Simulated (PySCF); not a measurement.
# Ionisation energy of Tb⁵¹⁺ by level of theory

Tb⁵¹⁺ [Ne] 3s2 3p2 (3P) → Tb⁵²⁺ [Ne] 3s2 3p1 (2P), as a difference of total energies. Computed with PySCF 2.14 in an uncontracted even-tempered set (17 s from 12 bohr⁻², ratio 2.5; 12 p from 15 bohr⁻², ratio 2.5; 4 d from 60 bohr⁻², ratio 2.7; 4 f from 90 bohr⁻², ratio 2.7), with the spin-free X2C one-electron Hamiltonian (Gaussian nucleus). Correlated levels: outer shells: 1s2 frozen; virtual orbitals above 40 to 60 times the deepest correlated orbital energy dropped. The calculations carry no spin-orbit coupling.

```
                method  ionisation energy (eV)
                   UHF                  4640.4
    MP2 (outer shells)                  4640.9
SCS-MP2 (outer shells)                  4640.7
   CCSD (outer shells)                  4640.9
CCSD(T) (outer shells)                  4640.9
```

Spin-orbit coupling is strong in these open shells (close to jj coupling). The scalar numbers leave it out and a first-order estimate fails, so it can dominate the gap to the real levels.

Breit and QED terms and the two-electron picture change are absent.

For comparison: 4760 ± 4 eV (theoretical estimate listed by NIST; NIST Atomic Spectra Database, ionization energies).
